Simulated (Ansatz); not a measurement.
Si6O19H14⁺, a hydroxylated oxide cluster. The state is a doublet with charge 1. Geometry PBE-D4/def2-SVP, that of the neutral singlet; atoms count from 1.

Cartesian coordinates in Å:
```
Si -1.165 0.287 -0.559
Si 1.743 1.389 -0.078
Si -0.685 -2.669 -0.831
Si -1.972 1.331 2.183
Si -0.310 1.078 -3.339
Si 0.841 -2.396 1.905
O -0.252 -1.287 2.540
O -0.363 1.444 2.676
O -1.971 1.242 0.504
O -2.863 2.689 2.501
O -2.610 0.013 2.932
O 2.388 -1.868 2.123
O 2.842 0.609 0.895
O 2.454 1.709 -1.544
O 1.249 2.769 0.750
O 0.483 0.350 -0.247
O 0.595 -3.856 2.656
O 0.524 -2.697 0.305
O -0.106 -2.634 -2.369
O -1.613 -1.283 -0.537
O -1.661 -3.994 -0.674
O -1.382 0.946 -2.083
O 0.858 -0.113 -3.250
O 0.531 2.540 -3.200
O -1.101 1.079 -4.784
H 0.069 -0.357 2.667
H 0.199 2.073 2.163
H -3.234 2.707 3.400
H -1.973 -0.746 2.891
H 2.619 -1.030 1.660
H 3.709 1.039 1.000
H 1.927 2.268 -2.176
H 0.727 3.416 0.242
H 0.688 -3.827 3.624
H 0.321 -1.805 -2.685
H -1.455 -4.514 0.123
H 1.657 0.184 -2.756
H 0.287 3.224 -3.849
H -1.993 0.690 -4.776
```

Single mean-field runs in def2-TZVP are fitted with def2-universal-jkfit.

Problem. Estimate the Mulliken populations of the heavy atoms from the PBE0/def2-TZVP orbitals of Ansatz.

Solution. 
```csv
atom,charge (e),spin (α − β)
Si1,0.66,-0.01
Si2,0.72,0.00
Si3,0.70,-0.03
Si4,0.67,-0.02
Si5,0.73,0.00
Si6,0.71,-0.04
O7,-0.48,0.16
O8,-0.51,0.08
O9,-0.30,0.01
O10,-0.45,0.10
O11,-0.46,0.03
O12,-0.41,0.12
O13,-0.58,0.00
O14,-0.52,0.01
O15,-0.54,0.00
O16,-0.31,0.01
O17,-0.45,0.08
O18,-0.26,0.14
O19,-0.37,0.21
O20,-0.28,0.09
O21,-0.46,0.02
O22,-0.32,0.03
O23,-0.54,0.02
O24,-0.59,0.01
O25,-0.48,0.00
```
Mulliken values depend strongly on the basis.

Problem. Where does the spin sit?

Solution. Summed by element: Si -0.11, O 1.13, H -0.02, of 1 unpaired in all. Largest on single atoms: O19 0.21, O7 0.16, O18 0.14.

Problem. And the Mayer bond orders between heavy atoms (over 0.3)?

Solution. Si1–O9 1.25 (1.64 Å); Si1–O16 1.04 (1.68 Å); Si1–O20 1.20 (1.63 Å); Si1–O22 1.18 (1.67 Å); Si2–O13 1.17 (1.66 Å); Si2–O14 1.25 (1.66 Å); Si2–O15 1.15 (1.68 Å); Si2–O16 1.12 (1.64 Å); Si3–O18 1.08 (1.66 Å); Si3–O19 1.25 (1.64 Å); Si3–O20 1.06 (1.69 Å); Si3–O21 1.33 (1.65 Å); Si4–O8 1.10 (1.69 Å); Si4–O9 1.08 (1.68 Å); Si4–O10 1.26 (1.66 Å); Si4–O11 1.31 (1.64 Å); Si5–O22 1.13 (1.66 Å); Si5–O23 1.12 (1.67 Å); Si5–O24 1.09 (1.69 Å); Si5–O25 1.34 (1.65 Å); Si6–O7 1.07 (1.68 Å); Si6–O12 1.29 (1.65 Å); Si6–O17 1.28 (1.66 Å); Si6–O18 1.09 (1.66 Å).
